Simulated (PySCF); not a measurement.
Species: transoidal hexafluoroacetone imine, C3HF6N.
SMILES: `N=C(C(F)(F)F)C(F)(F)F`

Torsions of this conformer, `[NH:1]=[C:2]([C:3]([F:4])([F:5])[F:6])[C:7]([F:8])([F:9])[F:10]`: N1–C2–C3–F4 -17°, N1–C2–C7–F8 104°.

The closed-shell ground state was solved at several levels (PySCF, density fitting, gas phase, non-relativistic). Geometry: PBE0-D3(BJ)/def2-TZVP; no solvent, vibrations or thermal averaging.

```json
{"level": "wB97X-D/pcSseg-2", "basis functions": "374", "total energy (Eh)": "-768.8205", "HOMO (eV)": "-11.28", "LUMO (eV)": "-0.29", "gap (eV)": "10.99", "dipole (D)": "1.66"}
{"level": "B97-2/pcSseg-2", "basis functions": "374", "total energy (Eh)": "-768.7987", "HOMO (eV)": "-9.06", "LUMO (eV)": "-2.26", "gap (eV)": "6.80", "dipole (D)": "1.63"}
{"level": "KT3/pcSseg-2", "basis functions": "374", "total energy (Eh)": "-778.6770", "HOMO (eV)": "-7.88", "LUMO (eV)": "-3.21", "gap (eV)": "4.67", "dipole (D)": "1.52"}
```

Q: Estimate the row for PBE0/pcSseg-2, a basis of 374 functions; the other rows only guide the guess.

A: Total energy -768.2905 Eh, HOMO -9.35 eV, LUMO -2.20 eV, gap 7.15 eV, dipole 1.65 D.

Q: Over all these levels, which gives the widest orbital gap and which the narrowest?

A: wB97X-D/pcSseg-2 (range-separated hybrid) has the widest, 10.99 eV, and KT3/pcSseg-2 (GGA) the narrowest, 4.67 eV. From the narrowest to the widest the HOMO moves by -3.40 eV and the LUMO by +2.92 eV.

Q: In the pcSseg-2 basis, how does the gap go with the fixed share of exact exchange?

A: KT3 (0 %) 4.67 eV; B97-2 (21 %) 6.80 eV; PBE0 (25 %) 7.15 eV. Each rise in the share widens the gap here.

Q: How far do the dipole and the HOMO energy spread over the levels?

A: The dipole runs from 1.52 to 1.66 D (mean 1.61 D) and the HOMO from -11.28 to -7.88 eV.

Note: wB97X-D ran without an empirical dispersion term, which enters the total energy and its gradient alone.
